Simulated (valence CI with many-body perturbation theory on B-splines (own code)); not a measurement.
## Zr I: calculated level list

Method: configuration interaction combined with many-body perturbation theory (CI+MBPT): four valence electrons over a frozen Dirac-Fock core [Kr], a basis of 7 s, 7 p, 8 d, 6 f, 4 g, 1 h functions for each j, with the one-electron correlation potential Σ1 (screened to all orders), the two-electron term Σ2, the three-electron term Σ3, Breit, model QED; selected single and double excitations, second order for the rest, scaled by the run's own slope (own B-spline code, finite nucleus).

Against 57 measured levels this calculation errs by 267 cm⁻¹ on average and by 575 at most. These come from a selection out of the NIST Handbook of Basic Atomic Spectroscopic Data. Levels without a partner in it may be off by more, other configurations by 1,000 to 4,000 cm⁻¹. Among the levels kept, up to 710 cm⁻¹ of a level comes from second order outside the variational space, and about a tenth of that is noise between levels of different J, which matters for small intervals. 5 measured levels below the end of the list, from 13142 cm⁻¹ on, found no clear computed partner, and computed levels of the same name lie up to 8006 cm⁻¹ from them.

Levels 91 to 135 of 215, with energies above the lowest level, 4d²5s² ³F_2. "Leading %" is the weight of the configuration and term that name the level; weights of strongly mixed levels are sums over their largest components and can fall short. In the jj column 3d3/2^4 stands for four electrons in 3d with j = 3/2.

```tsv
No.	Configuration	Term	J	E (cm⁻¹)	Leading %	g	Leading jj	Second component
91	4d²5s5p	¹F°	3	24145	32	1.135	4d5/2^2 5s 5p3/2 (26 %)	10 % 4d³5p ³D°
92	4d²5s5p	⁵D°	4	24346	84	1.486	4d3/2 4d5/2 5s 5p3/2 (44 %)	5 % 4d³5p ⁵D°
93	4d³5p	⁵G°	2	25101	91	0.349	4d3/2^2 4d5/2 5p1/2 (28 %)	4 % 4d³5p ³F°
94	4d³5p	⁵G°	3	25331	79	0.900	4d3/2^2 4d5/2 5p1/2 (46 %)	8 % 4d²5s5p ³G°
95	4d²5s5p	⁵P°	1	25582	90	2.466	4d3/2 4d5/2 5s 5p1/2 (36 %)	
96	4d²5s5p	³G°	3	25591	46	0.794	4d3/2 4d5/2 5s 5p1/2 (15 %)	14 % 4d³5p ⁵G°
97	4d³5p	⁵G°	4	25642	66	1.122	4d3/2 4d5/2^2 5p1/2 (33 %)	17 % 4d²5s5p ³G°
98	4d²5s5p	⁵P°	2	25730	82	1.739	4d3/2 4d5/2 5s 5p3/2 (24 %)	
99	4d²5s5p	³F°	2	25839	55	0.733	4d3/2^2 5s 5p3/2 (22 %)	21 % 4d³5p ³F°
100	4d²5s5p	³G°	4	25908	41	1.085	4d3/2^2 4d5/2 5p3/2 (29 %)	29 % 4d³5p ⁵G°
101	4d²5s5p	⁵P°	3	25957	66	1.539	4d3/2 4d5/2 5s 5p3/2 (48 %)	7 % 4d²5s5p ³D°
102	4d³5p	⁵G°	5	26067	62	1.242	4d3/2 4d5/2^2 5p3/2 (25 %)	20 % 4d²5s5p ³G°
103	4d²5s5p	³D°	1	26098	38	0.524	4d3/2 4d5/2 5s 5p3/2 (16 %)	29 % 4d³5p ³D°
104	4d²5s5p	³F°	3	26178	24	1.130	4d3/2 4d5/2 5s 5p3/2 (34 %)	13 % 4d²5s5p ⁵P°
105	4d²5s5p	³F°	3	26264	21	1.038	4d3/2 4d5/2 5s 5p3/2 (14 %)	13 % 4d5s²5p ¹F°
106	4d²5s5p	³G°	5	26305	40	1.223	4d3/2 4d5/2^2 5p3/2 (35 %)	33 % 4d³5p ⁵G°
107	4d²5s5p	³D°	2	26490	34	1.182	4d3/2 4d5/2 5s 5p3/2 (21 %)	28 % 4d³5p ³D°
108	4d³5p	⁵G°	6	26640	94	1.331	4d3/2 4d5/2^2 5p3/2 (47 %)	
109	4d²5s5p	¹G°	4	26665	73	1.006	4d3/2 4d5/2 5s 5p3/2 (27 %)	10 % 4d³5p ¹G°
110	4d²5s5p	³F°	4	26711	54	1.244	4d5/2^2 5s 5p3/2 (38 %)	24 % 4d³5p ³F°
111	4d²5s5p	³D°	1	26815	69	0.521	4d3/2 4d5/2 5s 5p3/2 (31 %)	
112	4d³5s	³D	3	26955	76	1.332	4d3/2^2 4d5/2 5s (40 %)	8 % 4d⁴ ³D
113	4d³5s	³D	2	27002	75	1.166	4d3/2 4d5/2^2 5s (41 %)	8 % 4d⁴ ³D
114	4d³5p	³D°	3	27016	31	1.344	4d5/2^2 5s 5p3/2 (22 %)	23 % 4d²5s5p ³D°
115	4d³5s	³D	1	27038	75	0.503	4d3/2 4d5/2^2 5s (66 %)	9 % 4d⁴ ³D
116	4d²5s5p	³D°	2	27047	68	1.184	4d3/2 4d5/2 5s 5p3/2 (28 %)	
117	4d⁴	³H	4	27441	79	0.812	4d3/2^3 4d5/2 (33 %)	
118	4d²5s5p	³D°	3	27458	75	1.350	4d5/2^2 5s 5p3/2 (43 %)	5 % 4d²5s5p ⁵P°
119	4d³5s	¹D	2	27573	54	0.999	4d3/2 4d5/2^2 5s (23 %)	27 % 4d⁴ ¹D
120	4d²5s5p	³P°	0	27579	45		4d5/2^2 5s 5p3/2 (21 %)	25 % 4d³5p ³P°
121	4d²5s5p	³P°	1	27591	43	1.473	4d3/2 4d5/2 5s 5p3/2 (22 %)	22 % 4d³5p ³P°
122	4d⁴	³H	5	27659	81	1.038	4d3/2^2 4d5/2^2 (66 %)	
123	4d²5s5p	³P°	2	27736	43	1.487	4d3/2 4d5/2 5s 5p3/2 (17 %)	17 % 4d5s²5p ³P°
124	4d²5s5p	³H°	4	27802	63	0.807	4d3/2 4d5/2 5s 5p1/2 (32 %)	30 % 4d³5p ³H°
125	4d⁴	³H	6	27873	82	1.165	4d3/2 4d5/2^3 (42 %)	
126	4d³5p	⁵F°	1	27928	86	0.019	4d3/2^2 4d5/2 5p3/2 (29 %)	
127	4d⁴	³P	0	27934	62		4d3/2^4 (41 %)	8 % 4d³5s ³P
128	4d³5p	⁵F°	2	28070	46	0.845	4d3/2^2 4d5/2 5p1/2 (14 %)	21 % 4d²5s5p ³F°
129	4d³5p	⁵F°	2	28075	41	0.832	4d3/2 5s^2 5p1/2 (13 %)	24 % 4d²5s5p ³F°
130	4d²5s5p	³H°	5	28108	65	1.036	4d3/2 4d5/2 5s 5p3/2 (32 %)	28 % 4d³5p ³H°
131	4d²5s5p	³G°	3	28152	52	0.824	4d3/2 4d5/2 5s 5p1/2 (19 %)	13 % 4d³5p ³G°
132	4d³5p	⁵F°	3	28292	86	1.243	4d3/2^2 4d5/2 5p3/2 (34 %)	
133	4d⁴	³P	1	28395	64	1.494	4d3/2^3 4d5/2 (28 %)	8 % 4d³5s ³P
134	4d²5s5p	³G°	4	28439	46	1.118	4d3/2 4d5/2 5s 5p3/2 (32 %)	15 % 4d³5p ⁵F°
135	4d²5s5p	³F°	3	28474	38	1.026	4d3/2 4d5/2 5s 5p3/2 (27 %)	26 % 4d5s²5p ³F°
```

Names give the largest LS component (configuration and term), which can be under half, so a name can repeat, a term be missing and a line seem to break the LS rules; names also repeat where a configuration has a term twice.

Where two levels of one J and parity lie close, their mixing, g and order are uncertain.
